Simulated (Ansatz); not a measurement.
Steps of a relaxation of CH7NSi2, SMILES `N[SiH]1C[SiH2]1` with RKS PBE-D4/def2-SVP.

```sh
$ ansatz run in.yaml --threads 2 --pin off --events-out ev --progress --plain --max-ram 4352MiB
```

```yaml
crystal:
  periodic: [false, false, false]
  atoms:
    - {symbol: N, position_ang: [-1.344700, 1.167400, -0.685200]}
    - {symbol: Si, position_ang: [0.194200, 0.656300, -0.577800]}
    - {symbol: C, position_ang: [0.220800, -0.390100, 0.897900]}
    - {symbol: Si, position_ang: [0.798400, -1.530100, -0.420600]}
    - {symbol: H, position_ang: [-1.410100, 2.122700, -1.154300]}
    - {symbol: H, position_ang: [-1.780400, 1.366100, 0.233100]}
    - {symbol: H, position_ang: [1.169800, 1.777200, -0.359900]}
    - {symbol: H, position_ang: [-0.650000, -0.591200, 1.393900]}
    - {symbol: H, position_ang: [1.035500, -0.136200, 1.669100]}
    - {symbol: H, position_ang: [2.159000, -1.929100, -0.326400]}
    - {symbol: H, position_ang: [-0.327200, -2.569900, -0.649000]}
basis:
  gaussian: {orbitals: def2-SVP}
hamiltonian: {xc: pbe, dispersion: d4}
relax: {f_tol: 0.03, max_steps: 200}
```

Positions (Å) and forces (eV/Å) along the path, 9 of 9 steps:

```xyz
11
step=1 energy=-18376.3200 eV
N    -1.345    1.167   -0.685   -4.426    3.621   -1.084
Si    0.194    0.656   -0.578    3.602   -0.185    0.073
C     0.221   -0.390    0.898    4.125    0.491    1.998
Si    0.798   -1.530   -0.421   -2.032   -0.708   -1.011
H    -1.410    2.123   -1.154   -0.219   -1.444    0.089
H    -1.780    1.366    0.233    0.143   -0.411   -0.223
H     1.170    1.777   -0.360    0.401    0.030   -0.405
H    -0.650   -0.591    1.394   -3.005   -0.780    1.589
H     1.036   -0.136    1.669   -0.853   -0.223   -0.775
H     2.159   -1.929   -0.326    1.482   -0.676   -0.041
H    -0.327   -2.570   -0.649    0.782    0.285   -0.209
11
step=2 energy=-18377.2305 eV
N    -1.392    1.224   -0.704   -1.855    1.959   -0.783
Si    0.196    0.710   -0.442    1.725   -0.007    0.013
C     0.274   -0.414    1.034    1.015    0.167    1.199
Si    0.762   -1.511   -0.410   -0.525   -0.307   -0.774
H    -1.489    2.072   -1.326   -0.008   -1.088    0.419
H    -1.893    1.473    0.167    0.120   -0.192   -0.189
H     1.265    1.800   -0.430   -0.126   -0.242   -0.100
H    -0.639   -0.649    1.566   -0.744   -0.206    0.398
H     1.092   -0.191    1.765   -0.267   -0.114   -0.213
H     2.154   -2.003   -0.416    0.410   -0.182   -0.023
H    -0.268   -2.567   -0.782    0.254    0.212    0.054
11
step=3 energy=-18377.3932 eV
N    -1.417    1.286   -0.702    0.261   -0.500    0.455
Si    0.212    0.723   -0.405    0.085    0.008    0.546
C     0.295   -0.435    1.133    0.280    0.076   -0.618
Si    0.778   -1.483   -0.480   -0.477    0.169    0.590
H    -1.582    1.946   -1.451   -0.146    0.302   -0.391
H    -1.888    1.575    0.160   -0.113    0.099   -0.097
H     1.291    1.769   -0.453    0.104    0.024   -0.082
H    -0.665   -0.615    1.653   -0.049   -0.236   -0.114
H     1.108   -0.291    1.875   -0.046    0.079   -0.173
H     2.179   -2.012   -0.475    0.083    0.022   -0.043
H    -0.245   -2.520   -0.835    0.019   -0.043   -0.073
11
step=4 energy=-18377.4503 eV
N    -1.388    1.276   -0.666   -0.045    0.031    0.251
Si    0.239    0.769   -0.299   -0.130   -0.166   -0.329
C     0.316   -0.447    1.164    0.000    0.080   -0.211
Si    0.721   -1.456   -0.435    0.178    0.112   -0.171
H    -1.605    1.766   -1.536    0.038   -0.036   -0.070
H    -1.914    1.686    0.113   -0.012    0.045   -0.068
H     1.352    1.776   -0.444   -0.004   -0.004    0.170
H    -0.641   -0.725    1.641   -0.007    0.109    0.162
H     1.141   -0.275    1.876   -0.013   -0.145    0.158
H     2.135   -1.954   -0.515    0.005   -0.049    0.001
H    -0.289   -2.475   -0.879   -0.010    0.023    0.107
11
step=5 energy=-18377.4757 eV
N    -1.408    1.279   -0.607   -0.006   -0.007   -0.306
Si    0.232    0.772   -0.310   -0.065    0.079    0.197
C     0.324   -0.454    1.132    0.186   -0.036    0.180
Si    0.736   -1.445   -0.474   -0.136   -0.014    0.111
H    -1.622    1.569   -1.566   -0.130    0.032    0.071
H    -1.897    1.874    0.071    0.129   -0.030   -0.047
H     1.334    1.801   -0.315    0.019    0.001   -0.053
H    -0.634   -0.681    1.637    0.008   -0.062   -0.049
H     1.144   -0.332    1.864   -0.011   -0.027   -0.009
H     2.142   -1.964   -0.561    0.004    0.045   -0.029
H    -0.285   -2.477   -0.850    0.001    0.018   -0.065
11
step=6 energy=-18377.4891 eV
N    -1.407    1.279   -0.641    0.020   -0.006   -0.081
Si    0.226    0.775   -0.289   -0.016    0.020   -0.009
C     0.336   -0.454    1.158   -0.013   -0.035    0.011
Si    0.722   -1.440   -0.459    0.002    0.018    0.005
H    -1.620    1.605   -1.589   -0.010   -0.045    0.106
H    -1.909    1.839    0.055    0.044    0.025   -0.033
H     1.334    1.797   -0.331   -0.006    0.001    0.005
H    -0.616   -0.701    1.664    0.013   -0.021    0.009
H     1.168   -0.349    1.880   -0.019    0.027    0.007
H     2.132   -1.947   -0.566   -0.016    0.009   -0.015
H    -0.301   -2.461   -0.860    0.000    0.007   -0.004
11
step=7 energy=-18377.4959 eV
N    -1.407    1.278   -0.630    0.015   -0.063    0.056
Si    0.221    0.787   -0.254    0.023   -0.054   -0.045
C     0.343   -0.469    1.173    0.006   -0.028    0.028
Si    0.711   -1.426   -0.466    0.016    0.058    0.038
H    -1.648    1.465   -1.603   -0.004    0.000   -0.117
H    -1.864    1.958   -0.020   -0.042    0.081    0.076
H     1.323    1.817   -0.279   -0.006   -0.016    0.012
H    -0.597   -0.735    1.691   -0.017    0.011   -0.016
H     1.181   -0.368    1.888    0.010    0.011   -0.007
H     2.119   -1.926   -0.605    0.001   -0.009   -0.017
H    -0.317   -2.439   -0.875   -0.001    0.009   -0.008
11
step=8 energy=-18377.4973 eV
N    -1.410    1.276   -0.622   -0.017   -0.004   -0.013
Si    0.219    0.782   -0.253   -0.003    0.016    0.007
C     0.344   -0.472    1.178    0.018    0.004   -0.028
Si    0.714   -1.422   -0.464   -0.001   -0.018    0.042
H    -1.654    1.437   -1.602    0.000    0.003    0.002
H    -1.854    1.983   -0.027    0.003    0.011   -0.001
H     1.321    1.810   -0.273    0.003    0.008    0.005
H    -0.601   -0.732    1.691    0.005   -0.009   -0.004
H     1.182   -0.365    1.891   -0.008   -0.005    0.005
H     2.121   -1.924   -0.613   -0.001    0.000   -0.014
H    -0.317   -2.428   -0.885    0.000   -0.005   -0.001
11
step=9 energy=-18377.4976 eV
N    -1.412    1.277   -0.623   -0.001    0.002    0.011
Si    0.217    0.783   -0.249   -0.002    0.011   -0.024
C     0.346   -0.474    1.178    0.008   -0.010    0.018
Si    0.712   -1.424   -0.462   -0.013    0.009    0.008
H    -1.653    1.429   -1.606    0.007   -0.004   -0.003
H    -1.850    1.998   -0.041    0.001    0.007    0.002
H     1.317    1.817   -0.260   -0.017   -0.022   -0.003
H    -0.596   -0.739    1.693   -0.003   -0.005   -0.007
H     1.184   -0.370    1.892    0.002    0.007    0.006
H     2.119   -1.919   -0.627    0.009   -0.008   -0.002
H    -0.318   -2.434   -0.875    0.008    0.012   -0.006
```

Hardware: 2 threads of an INTEL XEON PLATINUM 8581C on a shared host. Wall time 13 s, peak host memory 0.15 GiB.
